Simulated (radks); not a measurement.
The vanadium ion V+, 22 electrons, occupied as [Ar] 3d4 (the NIST ground configuration).

All-electron calculation, scalar-relativistic Kohn-Sham, PBE, spin-polarised, spherical densities, point nucleus; open shells are filled with parallel spins first. Program: a radial shooting solver on a logarithmic mesh with Libxc functionals.

Energy parts (hartree):
part                       energy
total                  -948.85212
kinetic                 957.64958
electron-nucleus      -2256.32693
Hartree                 395.11853
exchange-correlation    -45.29330

Orbitals (lengths in bohr, moments of r in powers of bohr; <r^-3> diverges for s and p1/2; r(max) is where P^2 peaks):
orbital  occ.  eigenvalue (hartree)  <r^-3>     <r^2>   r(max)
1s up       1             -197.2332       -  0.005936  0.04349
1s down     1             -197.2342       -  0.005936  0.04349
2s up       1             -22.21945       -    0.1124   0.2556
2s down     1             -22.17898       -    0.1121   0.2554
2p up       3             -18.56182   310.4   0.09269   0.2081
2p down     3             -18.53093   311.3   0.09234   0.2079
3s up       1              -2.72221       -     1.057   0.8222
3s down     1              -2.59804       -     1.057   0.8219
3p up       3              -1.76723   35.68     1.255   0.8499
3p down     3              -1.64349   35.55     1.260   0.8494
3d up       4              -0.36242   2.306     3.104   0.9209
3d down     0              -0.24782   2.181     3.572   0.9261

The highest occupied level is 3d up at -9.862 eV. The density falls to 0.001 e/bohr^3 at r = 3.62 bohr. Spin moment in Bohr magnetons: 4. Summed over all electrons, <r^2> = 22.87 bohr^2, which gives a Langevin (diamagnetic) susceptibility term of -18.1 x 10^-6 cm^3/mol.
